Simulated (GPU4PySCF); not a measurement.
fluorene (C13H10), SMILES c1ccc2c(c1)Cc1ccccc1-2.

Geometry optimised at B3LYP-D3(BJ)/def2-TZVP. Other conformers were not sampled.

These are TDDFT-ωB97X/def2-SVPD run with GPU4PySCF values and carry that method's errors.

Vertical excitations. Gas-phase values at a fixed geometry.

Computed excitation energies, oscillator strengths and character:
```json
[
 {"state": "S1", "energy (eV)": "4.94", "λ (nm)": "251", "f": "0.277", "main pairs": "HOMO→LUMO 67 %, HOMO→LUMO+1 13 %"},
 {"state": "S2", "energy (eV)": "5.17", "λ (nm)": "240", "f": "0.141", "main pairs": "HOMO→LUMO+1 58 %, HOMO→LUMO 22 %, HOMO−2→LUMO 11 %"},
 {"state": "S3", "energy (eV)": "5.25", "λ (nm)": "236", "f": "0.004", "main pairs": "HOMO−1→LUMO 50 %, HOMO→LUMO+2 33 %, HOMO−3→LUMO+1 8 %"},
 {"state": "S4", "energy (eV)": "6.27", "λ (nm)": "198", "f": "0.002", "main pairs": "HOMO−1→LUMO+1 54 %, HOMO−2→LUMO+2 15 %, HOMO→LUMO+5 13 %, HOMO−3→LUMO 12 %"},
 {"state": "S5", "energy (eV)": "6.29", "λ (nm)": "197", "f": "0.040", "main pairs": "HOMO−2→LUMO 65 %, HOMO→LUMO+1 23 %"},
 {"state": "S6", "energy (eV)": "6.64", "λ (nm)": "187", "f": "1.092", "main pairs": "HOMO−2→LUMO+1 58 %, HOMO−1→LUMO+2 33 %"},
 {"state": "S7", "energy (eV)": "6.81", "λ (nm)": "182", "f": "0.619", "main pairs": "HOMO→LUMO+2 56 %, HOMO−1→LUMO 39 %"},
 {"state": "S8", "energy (eV)": "6.95", "λ (nm)": "178", "f": "0.000", "main pairs": "HOMO→LUMO+3 75 %"},
 {"state": "S9", "energy (eV)": "7.27", "λ (nm)": "171", "f": "0.016", "main pairs": "HOMO→LUMO+5 48 %, HOMO−1→LUMO+1 31 %, HOMO−3→LUMO 16 %"},
 {"state": "S10", "energy (eV)": "7.47", "λ (nm)": "166", "f": "0.029", "main pairs": "HOMO→LUMO+4 75 %"},
 {"state": "S11", "energy (eV)": "7.55", "λ (nm)": "164", "f": "0.014", "main pairs": "HOMO−3→LUMO 64 %, HOMO→LUMO+5 26 %"},
 {"state": "S12", "energy (eV)": "7.59", "λ (nm)": "163", "f": "0.003", "main pairs": "HOMO−5→LUMO 85 %"},
 {"state": "T1", "energy (eV)": "3.53", "λ (nm)": "351", "f": "0", "main pairs": "HOMO→LUMO 74 %"},
 {"state": "T2", "energy (eV)": "4.30", "λ (nm)": "288", "f": "0", "main pairs": "HOMO−1→LUMO+1 37 %, HOMO−2→LUMO+2 26 %, HOMO−3→LUMO 11 %, HOMO→LUMO+5 9 %"},
 {"state": "T3", "energy (eV)": "4.44", "λ (nm)": "279", "f": "0", "main pairs": "HOMO→LUMO+1 63 %, HOMO→LUMO 10 %"},
 {"state": "T4", "energy (eV)": "4.67", "λ (nm)": "266", "f": "0", "main pairs": "HOMO−2→LUMO 32 %, HOMO−1→LUMO+2 22 %, HOMO−2→LUMO+1 20 %, HOMO→LUMO+1 8 %"}
]
```
Triplets are in the Tamm–Dancoff approximation, which puts them higher than full response would, so one can lie above its singlet here.
